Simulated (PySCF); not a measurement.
A GIAO shielding run with PySCF 2.14.0 with density-fitted response routines (density fitting, non-relativistic, gas phase) on `C=C(CF)[SiH2]N`, C$_{3}$H$_{8}$FNSi:

```
$ OMP_NUM_THREADS=1 python probes_run.py task.json out

{"job": {"kind": "nmr", "xc": "BP86", "basis": "pcSseg-1", "pop": false}, "charge": 0, "multiplicity": 1}
C     -1.578861     0.772659    -1.078180
C     -1.012167    -0.062195    -0.198357
C     -1.762374    -1.248246     0.326540
F     -3.035072    -1.328206    -0.173223
Si     0.749288     0.231405     0.394254
N      1.842538    -0.355417    -0.813724
H     -2.599743     0.606708    -1.437261
H     -1.046089     1.646203    -1.466061
H     -1.821556    -1.204038     1.429699
H     -1.231075    -2.185040     0.070561
H      0.870195    -0.420436     1.745979
H      1.001000     1.691541     0.580197
H      1.627707    -1.222621    -1.293164
H      2.843483    -0.255817    -0.685341
```

Hardware: 1 thread of an Arm Neoverse V2, shared host.

**Question.** How large is the calculation?

**Answer.** 56 electrons, 149 basis functions and 791 auxiliary functions.

**Question.** How long does it take, and how much memory does it need?

**Answer.** 15 s of wall time, with 14 SCF cycles; peak memory 0.8 GiB. Times on a shared host scatter by some tens of per cent.

**Question.** And these other runs on the same molecule and hardware: GIAO shielding at B3LYP/pcSseg-1; GIAO shielding at B97-D/pcSseg-1; GIAO shielding at BLYP/pcSseg-1; GIAO shielding at HF/pcSseg-1; GIAO shielding at KT2/pcSseg-1; GIAO shielding at KT3/pcSseg-1?

**Answer.** B3LYP/pcSseg-1: 149 functions, 12 s; B97-D/pcSseg-1: 149 functions, 17 s; BLYP/pcSseg-1: 149 functions, 16 s; HF/pcSseg-1: 149 functions, 5.3 s; KT2/pcSseg-1: 149 functions, 17 s; KT3/pcSseg-1: 149 functions, 16 s.
